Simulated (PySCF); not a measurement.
Two species compared at the same levels of theory.

First species: C3H6O2Si.
SMILES: `O=CC[SiH2]C=O`

Second species: C3H7NOSi.
Structure used (GFN2-xTB), in Å, numbered top down from 1:
```xyz
13
C3H7NOSi angstrom
N      2.2184    0.2547   -0.5257
Si     0.8475    0.3881    0.5116
C     -0.6701    1.1225   -0.3175
C     -1.5860    0.1658   -0.3676
C     -1.1726   -1.1544    0.2056
O      0.1554   -1.0938    0.6479
H      2.7281   -0.6141   -0.5002
H      2.8601    1.0283   -0.5685
H      1.1110    0.9140    1.8554
H     -0.8418    2.1161   -0.6915
H     -2.5818    0.2475   -0.7778
H     -1.8152   -1.4233    1.0551
H     -1.2574   -1.9511   -0.5445
```

Levels: CAM-B3LYP/def2-SVPD for dipole moment, HOMO energy, LUMO energy, HOMO–LUMO gap, static isotropic polarisability and electronic spatial extent ⟨r²⟩ about the centre of nuclear charge; TDDFT CAM-B3LYP/def2-SVPD for lowest singlet excitation; TDA CAM-B3LYP/def2-SVPD for lowest triplet excitation (Tamm–Dancoff); GFN2-xTB for rotational constant A and rotational constant C. Geometries: GFN2-xTB. Each structure is a single optimised conformer of the isolated species, non-relativistic unless stated. Electronic properties by PySCF.

Dipoles, sizes and rotational constants follow the conformer. The torsions of the flexible species, by atom-mapped SMILES:
- `[O:1]=[CH:2][CH2:3][SiH2:4][CH:5]=[O:6]`: O1–C2–C3–Si4 5°, C2–C3–Si4–C5 -56°, C3–Si4–C5–O6 -50°
- `[NH2:1][Si@H:2]1[CH:3]=[CH:4][CH2:5][O:6]1`: H–N1–Si2–C3 -135°, H–N1–Si2–C3 90°

Values for the first species:

- Dipole moment: 3.37 D
- HOMO energy: -8.33 eV
- LUMO energy: -0.17 eV
- HOMO–LUMO gap: 8.16 eV
- Lowest singlet excitation: 3.39 eV
- Lowest triplet excitation (Tamm–Dancoff): 2.73 eV
- Static isotropic polarisability: 67.1 au
- Electronic spatial extent ⟨r²⟩ about the centre of nuclear charge: 699 bohr²
- Rotational constant A: 3.800 GHz
- Rotational constant C: 1.925 GHz

Estimate the same properties for the second species, and the change in each.

```json
{"property": "dipole moment", "first": "3.37 D", "second": "0.82 D", "second less first": "-2.55 D"}
{"property": "HOMO energy", "first": "-8.33 eV", "second": "-8.81 eV", "second less first": "-0.48 eV"}
{"property": "LUMO energy", "first": "-0.17 eV", "second": "0.97 eV", "second less first": "+1.14 eV"}
{"property": "HOMO–LUMO gap", "first": "8.16 eV", "second": "9.78 eV", "second less first": "+1.62 eV"}
{"property": "lowest singlet excitation", "first": "3.39 eV", "second": "6.38 eV", "second less first": "+2.99 eV"}
{"property": "lowest triplet excitation (Tamm–Dancoff)", "first": "2.73 eV", "second": "4.44 eV", "second less first": "+1.71 eV"}
{"property": "static isotropic polarisability", "first": "67.1 au", "second": "67.5 au", "second less first": "+0.4 au"}
{"property": "electronic spatial extent ⟨r²⟩ about the centre of nuclear charge", "first": "699 bohr²", "second": "649 bohr²", "second less first": "-50 bohr²"}
{"property": "rotational constant A", "first": "3.800 GHz", "second": "5.637 GHz", "second less first": "+1.837 GHz"}
{"property": "rotational constant C", "first": "1.925 GHz", "second": "2.082 GHz", "second less first": "+0.157 GHz"}
```

On the first: The vertical singlet–triplet gap S1 − T1 is 0.66 eV (TDDFT singlet less Tamm–Dancoff triplet; S1: HOMO→LUMO, weight 0.86; T1: HOMO→LUMO, weight 0.84). The polarisability is 9.95 Å³ as a volume (1 au = 0.148185 Å³), or 1.24 au for each of the 54 electrons.

On the second: S1 lies 3.40 eV below the HOMO–LUMO gap; its leading configuration is HOMO→LUMO, weight 0.86. The 8 singlets span 6.38 to 7.85 eV, and their oscillator strengths add up to 0.35.
